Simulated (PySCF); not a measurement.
How methods differ on the interval between two levels of Ir⁺

Ir⁺ [Xe] 4f14 5d7 6s1 [5F5, M_J = 5] → Ir⁺ [Xe] 4f14 5d6 6s1 7s1 [7D5, M_J = 5], as a difference of total energies. Computed with PySCF 2.14 in x2c-SVPall-2c with one added diffuse shell each of s, d type (8s9p10d2f, 99 functions), with the two-component X2C-1e Hamiltonian. Correlated levels: [Kr] 4d10 4f14 frozen; the 22 highest virtual spinors dropped. "Screened" scales the spin-orbit matrix elements by Boettger's factors to mimic the two-electron term; Breit and QED terms are absent.

```json
{"method": "GHF (spin-free)", "interval between two levels (cm⁻¹)": "90729"}
{"method": "GMP2 (spin-free)", "interval between two levels (cm⁻¹)": "98478"}
{"method": "GHF (screened spin-orbit)", "interval between two levels (cm⁻¹)": "91785"}
{"method": "GMP2 (screened spin-orbit)", "interval between two levels (cm⁻¹)": "99349"}
```

The labels give the starting determinants; with spin-orbit coupling the two ends relaxed to ⟨J²⟩ = 30.01, ⟨L²⟩ = 12.84, ⟨S²⟩ = 5.77 and ⟨J²⟩ = 30.02, ⟨L²⟩ = 6.80, ⟨S²⟩ = 11.47.
